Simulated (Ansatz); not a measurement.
Mulliken charges of `Cl[SiH2][GeH]1[CH2][O]1` from B3LYP/def2-TZVPP in Ansatz (PBE0-D4/def2-TZVP geometry).

| atom | x (Å) | y (Å) | z (Å) | charge (e) |
| --- | --- | --- | --- | --- |
| Cl1 | -1.623 | -0.338 | 2.125 | -0.229 |
| Si2 | -1.548 | 0.867 | 0.464 | 0.332 |
| Ge3 | 0.269 | 0.125 | -0.858 | 0.248 |
| C4 | 1.489 | -1.162 | -0.142 | -0.045 |
| O5 | 1.804 | 0.178 | 0.169 | -0.433 |
| H6 | -2.825 | 0.737 | -0.279 | -0.047 |
| H7 | -1.366 | 2.270 | 0.906 | -0.039 |
| H8 | 0.538 | 0.708 | -2.250 | 0.009 |
| H9 | 1.170 | -1.778 | 0.698 | 0.100 |
| H10 | 2.176 | -1.658 | -0.829 | 0.103 |

By hand: the dipole of these point charges (1 e Å = 4.8032 D).

Σ q r = (-0.392, -0.094, -0.670) e Å, of length 0.782 e Å = 3.76 D.

How does the dipole of the full density compare? (An estimate is asked.)

The calculation gave: (-0.349, -0.035, -0.366) e Å, 2.43 D; the point charges give 1.55 times that, at 14° from its direction.

Point charges leave out the atoms' own dipoles, such as those of lone pairs, and Mulliken's split depends on the basis, so the two needn't agree.

B3LYP here is the variant with VWN-RPA as its local correlation; programs differ in this.
